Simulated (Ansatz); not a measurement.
Consider the isomerisation: `CC[Si]CC` → `C[SiH]1CCC1`.

Isolated molecules relaxed with PBE0-D4/def2-TZVP in Ansatz; ΔE leaves out vibrations. CBS: MP2 limit from def2 TZ/QZ plus the TZ coupled-cluster correction, frozen cores. DFT in def2-TZVPP. B3LYP here is the variant with VWN-RPA as its local correlation; programs differ in this. Each species was taken in one conformer, which may not be the lowest.

CCSD(T)/CBS gives -137.6 kJ/mol.

Q: Another level gave -135.2 kJ/mol. Which?
A. B3LYP/def2-TZVPP
B. r2SCAN/def2-TZVPP
C. SCS-MP2/def2-TZVPP
D. CCSD(T)/def2-TZVPP

A: D. CCSD(T)/def2-TZVPP -135.2, SCS-MP2/def2-TZVPP -144.4, B3LYP -130.9, r2SCAN -152.4 kJ/mol.

Largest T1 diagnostic among the species: 0.011.

From PBE to PBE0 (25 % exact exchange), in def2-TZVPP and without D4, ΔE moves by −9.4 kJ/mol.
